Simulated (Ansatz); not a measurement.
CH3FSi, SMILES `C[Si]F` (excited triplet) (charge 0, multiplicity 3). This triplet is an excited state, 1.87 eV above the relaxed singlet at the level frozen-core CCSD(T)/cc-pVTZ // B3LYP-D3(BJ)/def2-TZVP (Ansatz, a program for electronic structure).

Calculation: LC-ωPBE/cc-pVTZ // B3LYP-D3(BJ)/def2-TZVP in Ansatz.

Ansatz 0.2 input:
```yaml
crystal:
  periodic: [false, false, false]
  atoms:
    - { symbol: C, position_ang: [-0.610425, 0.05149, 0.033739] }
    - { symbol: Si, position_ang: [1.123156, -0.558065, 0.537832] }
    - { symbol: F, position_ang: [2.306171, 0.021993, -0.40737] }
    - { symbol: H, position_ang: [-0.828731, -0.269565, -0.985604] }
    - { symbol: H, position_ang: [-1.339213, -0.38501, 0.716162] }
    - { symbol: H, position_ang: [-0.650959, 1.139157, 0.105241] }
basis:
  gaussian: { orbitals: cc-pVTZ }
hamiltonian:
  xc: lc_wpbe
magnetization:
  spin_polarized: true
  initial_magnetization: 2
```

Output:

```
Functional definition: LC-wPBE
765 factors; their error is unknown
253 factors; integrals over basis functions are off by at most 1.8e-5 eV
mean field evaluation 1: about -11672.9212 eV, gradient 2.9e1 eV
mean field evaluation 2: about -11673.6987 eV, gradient 2.9e1 eV
mean field evaluation 4: about -11676.1896 eV, gradient 1.6e0 eV
mean field evaluation 8: about -11676.2267 eV, gradient 6.9e-2 eV
mean field evaluation 16: about -11676.1898 eV, gradient 9.0e-5 eV
mean field -11676.18980681 eV, -429.0920609947 hartree, gradient 3.1e-5 eV, S^2 2.003089; 0 other end points of the search recorded, 0 dependent functions left out
reference -11676.18980682 eV, -429.0920609950 hartree; 17, 15 occupied and 119, 121 virtual orbitals, 765 factors
Total energy: -11676.18980682 eV, -429.0920609950 hartree
```
